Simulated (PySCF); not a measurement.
Electron correlation in Ru²⁺ (ruthenium, charge +2)

[Kr] 4d5 5s1, high-spin 7S determinant (an excited configuration). All numbers are calculated (PySCF 2.14, the spin-free X2C one-electron Hamiltonian (Gaussian nucleus), in x2c-TZVPPall). Frozen: [Kr]; 6 electrons correlated.

```csv
level,correlation energy (mhartree)
CCSD,-86.57
(T),-1.23
CCSD(T),-87.80
```

Diagnostics: T1 = 0.0033, D1 = 0.0113, largest double amplitude 0.024.

Question: Is a single reference adequate?

Answer: Yes, within this model without spin-orbit coupling: T1 lies below 0.03 and no double amplitude reaches 0.07.
